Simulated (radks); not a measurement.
The iodine anion I-, 54 electrons, occupied as [Xe].

All-electron calculation, scalar-relativistic Kohn-Sham, LDA (Slater exchange, Perdew-Wang correlation), spin-polarised, spherical densities, finite nucleus; Fermi nuclear charge, rms radius 4.75 fm; Watson sphere of charge +1 and radius 2.82 bohr. Program: a radial shooting solver on a logarithmic mesh with Libxc functionals.

Energy parts (hartree; the electron-nucleus part includes the sphere):
total: -7129.49003
kinetic: 7461.72071
electron-nucleus: -17249.99456
Hartree: 2834.33220
exchange-correlation: -175.54838

Orbitals (lengths in bohr, moments of r in powers of bohr; <r^-3> diverges for s and p1/2; r(max) is where P^2 peaks):
orbital  occ.  eigenvalue (hartree)      <r^4>  <r^-3>   r(max)      <r>
1s          2             -1210.685  2.650e-06       -  0.01756  0.02725
2s          2             -187.0588  0.0004516       -  0.09922   0.1173
2p          6             -167.9925  0.0003260    5766  0.07950   0.1025
3s          2             -37.70334    0.01945       -   0.2860   0.3146
3p          6             -31.52287    0.02040    1101   0.2796   0.3125
3d         10             -22.23651    0.01780   151.9   0.2315   0.2888
4s          2              -6.58192     0.5664       -   0.6803   0.7403
4p          6              -4.64174     0.7848   216.8   0.7148   0.7926
4d         10              -1.81383      1.744   22.37   0.7784   0.9243
5s          2              -0.64381      31.59       -    1.711    1.989
5p          6              -0.27425      90.04   18.81    2.063    2.515

The highest occupied level is 5p at -7.463 eV. The density falls to 0.001 e/bohr^3 at r = 4.66 bohr. Summed over all electrons, <r^2> = 70.39 bohr^2, which gives a Langevin (diamagnetic) susceptibility term of -55.7 x 10^-6 cm^3/mol.
